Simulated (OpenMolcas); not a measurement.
Mn2+ among 8 point charges of -1.6 e arranged as a cube (Oh), 2.14 Å from the ion.

```yaml
Program: OpenMolcas 26.06
Method: "SS-CASPT2, IPEA 0.25 Eh, imaginary shift 0.1 Eh (closed shells correlated: 3s 3p)"
Basis: ANO-RCC-VDZP [5s4p2d1f]
Scalar_Hamiltonian: DKH2, point nucleus
Active_space: 5 electrons in 5 orbitals (3d)
State_averaging: 2S+1 = 6 even, 1 root; 2S+1 = 4 even, 24 roots; 2S+1 = 2 even, 75 roots
Spin-orbit_coupling: RASSI with atomic mean-field integrals over the reference wave functions
```

Q: What is the spin-free ground state (labels of O, the rotations of Oh)?

A: 6A1, 1-fold in its orbital part, 100 % from free-ion S terms; it has the highest spin that d5 allows.

Q: What are the lowest two levels with spin-orbit coupling?

A: A 6-fold level, then a 2-fold level Γ6 26870 cm-1 above it. Their leading multiplicities are 6 (100 %) and 4 (100 %).

Q: What is χT at 300 K, and how does it compare with the textbook value?

A: The lowest level has 2S+1 = 6, for which the spin-only value is χT = S(S+1) / 2 = 4.375 cm3 K/mol (g = 2). The computed 4.386 at 300 K differs by +0.011, little more than the free-electron g of 2.0023 accounts for.

Roots that are degenerate in the reference are averaged as groups; the widest CASPT2 spread within a group is 160 cm-1 (the 3-fold group of multiplicity 4 near 26900 cm-1 above the lowest state of its run). Shifts and gaps below about the spread of the groups concerned are not significant. Free-ion shares, where given, are those of the reference states; single-state CASPT2 does not remix them. Point charges carry no covalency, so the field is a model and not that of real ligands. No measured value stands beside these numbers.
